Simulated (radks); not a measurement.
Q: Numerical settings for neutral niobium, [Kr] 4d4 5s1. Calculated with a radial shooting solver on a logarithmic mesh with Libxc functionals: non-relativistic Kohn-Sham, PBE, spin-unpolarised, spherical densities, point nucleus; relativity is left out, which matters for an element this heavy. The defaults (mesh step 0.008 in ln r, mesh end at 40 bohr or more with all orbitals vanishing there, Anderson mixing 0.5 over 9 steps, residual threshold near 1e-9 with the energy settled to 1e-9 hartree or 1e-11 of itself, here a cap of 72 iterations) give E = -3755.0323 hartree and 4d at -3.238 eV in 13 iterations. Run on one thread of a shared host, so times are rough (Intel(R) Xeon(R) Platinum 8488C): 0.16 s of CPU time, 0.16 s wall, 13 iterations on 2725 mesh points. One setting is changed at a time: mesh step in ln r 0.08; mesh step in ln r 0.012; mesh step in ln r 0.2; mesh end (bohr) 3; mesh end (bohr) 8; residual threshold 0.1; residual threshold 0.001; mixing 2.5; linear mixing, mixing 0.5; linear mixing, mixing 0.05; mixing history 20; iteration cap 8. Which runs fail to converge, and which converge to a wrong energy?

A: Not converged within the cap: mesh step in ln r 0.08; mesh step in ln r 0.2; linear mixing, mixing 0.05; iteration cap 8. Settled on a wrong energy, with an occupied level pushed above zero by the early mesh end: mesh end (bohr) 3 (+2.29 hartree). Apart from these: settings that end as converged yet miss the energy by more than 1 mhartree: mesh end (bohr) 8 (+0.00922 hartree).
